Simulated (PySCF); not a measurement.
A run for PySCF: R-HF/3-21G on CH5BOSe (SMILES COB[SeH]), a point of a torsion scan.

```python
from pyscf import gto, scf, dft, mp
from pyscf.data.elements import chemcore

mol = gto.M(
    atom='''
    C    -1.18273823   -0.72307903   -0.05596813
    O    -0.49889816    0.29521870   -0.74666294
    B     0.36688995    1.15704140   -0.26261553
    Se    0.97570572    1.28874592    1.58527438
    H    -0.47629869   -1.43555151    0.38091269
    H    -1.81891976   -1.23955583   -0.77508020
    H    -1.80359997   -0.30072498    0.74003467
    H     0.82598730    1.93005585   -1.01038886
    H     0.21431986    0.21150055    2.16939070
    ''',
    basis='3-21g',
    charge=0, spin=0, verbose=3, max_memory=1800)
mf = scf.RHF(mol)
mf.conv_tol = 1e-8
mf.max_cycle = 100
mf.kernel()
if not mf.converged:
    mf = mf.newton().run(mf.mo_coeff, mf.mo_occ)
```

Q: What total energy does the run end on?

A: -2528.0709 hartree.
